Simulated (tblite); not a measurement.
Run record: tight-binding relaxation, `[CH2][C@@H]1C[C@@H]1c1cnsn1` [radical].

Computed with GFN2-xTB geometry optimisation, gas phase (tblite 0.8.0). Start geometry: from a force field or distance geometry. The command runs a driver script over a list of jobs; the input below is this job's line of settings and its coordinates in Å.

Command:
```bash
OMP_NUM_THREADS=1 python probes_run.py task.json out
```

Input:
```
{"job": {"kind": "relax", "xc": "GFN2-xTB", "basis": "xTB"}, "charge": 0, "multiplicity": 2}
C     -1.176600    -0.853700     1.307600
C     -1.313500     0.441600     0.632400
C     -1.548400     0.455400    -0.836600
C     -0.237400     0.947700    -0.304300
C      1.048500     0.111600    -0.590500
C      2.034000    -0.157400     0.390600
N      3.096200    -0.854000    -0.030400
S      2.796300    -1.131800    -1.649500
N      1.321900    -0.355400    -1.818700
H     -0.886400    -0.901700     2.352900
H     -1.428500    -1.776600     0.790800
H     -1.832300     1.184500     1.233200
H     -2.246100     1.205600    -1.221200
H     -1.572300    -0.475600    -1.394400
H     -0.071300     2.021300    -0.316100
H      2.008000     0.147200     1.442800
```

Output:
```
step      E/eV     max force
  0    -690.64150    2.792
  1    -690.89570    1.184
  2    -690.97044    0.681
  3    -690.99237    0.417
  4    -691.00343    0.342
  5    -691.02037    0.433
  6    -691.03394    0.301
  7    -691.04153    0.192
  8    -691.04570    0.172
  9    -691.04951    0.165
... (87 lines left out)
 97    -691.32334    0.012
 98    -691.32339    0.015
 99    -691.32345    0.018
100    -691.32353    0.016
101    -691.32359    0.013
102    -691.32362    0.013
103    -691.32364    0.012
104    -691.32366    0.010
105    -691.32368    0.011
106    -691.32369    0.009
```

«max force» is the largest atomic force in eV/Å.

Task: From which step on does the largest force stay under 0.1 eV/Å, and how much energy is left to gain from there?

Result: From step 78 (0.074 eV/Å), 3.2 meV above the end.

Main results: energy lowered by 15.7 kcal/mol over 106 steps; largest atomic force 0.009 eV/Å at the end.

Task: Give the final coordinates.

Result: 0.738 Å rms from the input after alignment:
```
atom  x, y, z in Å
C1    -1.4681   -1.0903    1.0316
C2    -1.4348    0.2644    0.6408
C3    -1.4357    0.6748   -0.8099
C4    -0.1496    0.8832   -0.0895
C5     1.0046    0.0492   -0.3415
C6     2.3470    0.3816   -0.0173
N7     3.2074   -0.5499   -0.3356
S8     2.4043   -1.7998   -1.0020
N9     0.9196   -1.1530   -0.8956
H10   -1.7301   -1.3629    2.0357
H11   -1.1244   -1.8549    0.3617
H12   -1.8639    0.9717    1.3409
H13   -2.0106    1.5458   -1.0860
H14   -1.4511   -0.1287   -1.5304
H15    0.0923    1.8826    0.2490
H16    2.6854    1.2949    0.4367
```

The run took 0.79 s on an Arm Neoverse V1 with one thread, shared host.
Labels such as C1 count atoms from 1, the log's own numbers from 0.
